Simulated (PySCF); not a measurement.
Molecule: `F[C@@H]1C[C@@H](F)[C@H]2C[C@H]21`, C6H8F2.

Bonds (- single, = double, # triple, : aromatic): F1-C2, C2-C3, C3-C4, C4-F5, C4-C6, C6-C7, C7-C8, C8-C2, C8-C6. C2 carries H9; C3 carries H10, H11; C4 carries H12; C6 carries H13; C7 carries H14, H15; C8 carries H16. Stereochemistry as in F[C@@H]1C[C@@H](F)[C@H]2C[C@H]21. H15 is cis to C2 on the ring; H11 is cis to F1 on the ring; H14 is trans to C2 on the ring; H10 is trans to F1 on the ring.

Frames of a GFN2-xTB Langevin trajectory at 600 K; GIAO PBE0/pcSseg-1 shieldings in PySCF, gas phase, non-relativistic; equivalent atoms averaged within each frame.

Shifts are taken against calculated references (same method and geometry level): 19F (170.95 ppm) against CFCl3; TMS for 13C (186.93 ppm), 1H (31.72 ppm). The references are static minima.

Problem. How do the shifts (ppm) fluctuate along the trajectory?

Solution. 
```
         time (fs)      F1      F5     C4     C2    C3    C8    C6    C7   H12    H9
optimised geometry  -194.9  -214.7   98.5   99.5  41.1  27.5  25.5   7.1  5.88  5.24
               250  -122.0  -181.8  110.3  106.6  39.5  35.6  29.8   7.3  7.20  5.53
               425  -125.0  -220.0  107.7  118.5  39.6  25.5  26.3  17.9  6.74  6.31
               625  -163.1  -189.3  104.9  106.8  47.0  44.1  21.8  11.6  6.29  5.38
               800  -205.0  -209.9  106.0   90.3  44.2  39.9  32.8  10.9  5.16  4.91
              1000  -179.1  -205.1   97.8  104.0  41.1  34.6  32.2   7.6  6.73  5.62
    mean of frames  -158.8  -201.2  105.3  105.2  42.3  36.0  28.6  11.1  6.42  5.55
standard deviation    35.6    15.5    4.7   10.1   3.2   6.9   4.6   4.3  0.77  0.51
```

5 frames give an uncertainty of the mean of about the standard deviation over 2.2 at best, since frames this close in time may not be independent; classical motion lacks zero-point vibration, and the reference would need the same averaging.
